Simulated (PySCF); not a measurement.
**Where the electron goes**

C₃H₈ClNSi₂.
Z-matrix (Å and degrees, GFN2-xTB geometry), rows numbered from 1:
```
C 
C   1  1.3246
Si  2  1.8851  1  125.54
Cl  3  2.0386  2  107.96  1    -5.16
Si  3  2.3162  2  113.36  1   115.78
N   5  1.7158  3  102.71  2    38.25
C   6  1.2476  5  136.17  3   115.53
H   1  1.0782  2  121.53  3     1.55
H   1  1.0794  2  122.68  3  -178.88
H   2  1.0833  1  118.43  3   178.04
H   3  1.4734  2  106.54  1  -117.01
H   5  1.4754  3  112.42  2   164.79
H   5  1.4642  3  115.58  2   -70.96
H   7  1.0936  6  124.72  5     1.76
H   7  1.0876  6  119.47  5  -178.45
```

Level of theory: TDDFT CAM-B3LYP/def2-SVPD, vertical, gas phase, core orbitals frozen in the response in PySCF 2.14.0, density-fitted response routines.

Kohn–Sham orbitals with the atoms that hold most of them (Löwdin shares over 4%, at most four atoms; ? is withheld):

| orbital | ε (eV) | atoms |
| --- | --- | --- |
| LUMO+2 | 0.68 | C1 20%, Si3 18%, C2 17%, Si5 11% |
| LUMO+1 | 0.40 | Si5 19%, Si3 16%, C1 12%, C2 11% |
| LUMO | -0.07 | C7 34%, N6 27%, Si5 9%, Si3 7% |
| HOMO | ? | ? |
| HOMO-1 | -9.00 | ? |
| HOMO-2 | -9.70 | C2 28%, Cl4 20%, C1 19%, Si3 12% |
| HOMO-3 | -10.12 | Cl4 44%, C2 16%, Si3 14%, H11 9% |

Question: Which atoms hold the HOMO, and with what shares?

Answer: N6 (bonded to C and Si) 56%; C7 (bonded to N and 2 H) 15%; Si5 (bonded to N, Si and 2 H) 10%; H14 (bonded to C) 6%.

Question: Which atoms hold the HOMO-1, and with what shares?

Answer: C2 (bonded to C, Si and H) 19%; C1 (bonded to C and 2 H) 19%; Si3 (bonded to C, Cl, Si and H) 16%; Si5 (bonded to N, Si and 2 H) 15%. By element: carbon 38% or more, silicon 30%.

Question: What is the HOMO energy, and the HOMO–LUMO gap?

Answer: ε(HOMO) = -8.58 eV; the gap is 8.50 eV (0.3125 hartree).

Question: How does S1 compare with the orbital gap of 8.50 eV?

Answer: S1 is at 3.96 eV (f = 0.0004), 4.55 eV below the gap, made of HOMO→LUMO (88%). Without the coupling terms of the response equations the lowest excitation would equal the gap.

Next come S2 at 5.76 eV (f 0.0051), HOMO→LUMO+1 (68%), HOMO→LUMO+2 (10%); S3 at 6.13 eV (f 0.071), HOMO-1→LUMO (55%), HOMO-1→LUMO+1 (20%); S4 at 6.52 eV (f 0.179), HOMO-1→LUMO+1 (32%), HOMO→LUMO+2 (19%), HOMO-2→LUMO+1 (10%); S5 at 6.64 eV (f 0.151), HOMO-1→LUMO+1 (30%), HOMO-1→LUMO (22%), HOMO-1→LUMO+2 (15%).

Löwdin shares depend on the basis, the more so with diffuse functions.

Time: 50 s of wall time; peak memory 1.0 GiB. Hardware: one thread of an Arm Neoverse V2, shared host.

One conformer stands for the species.
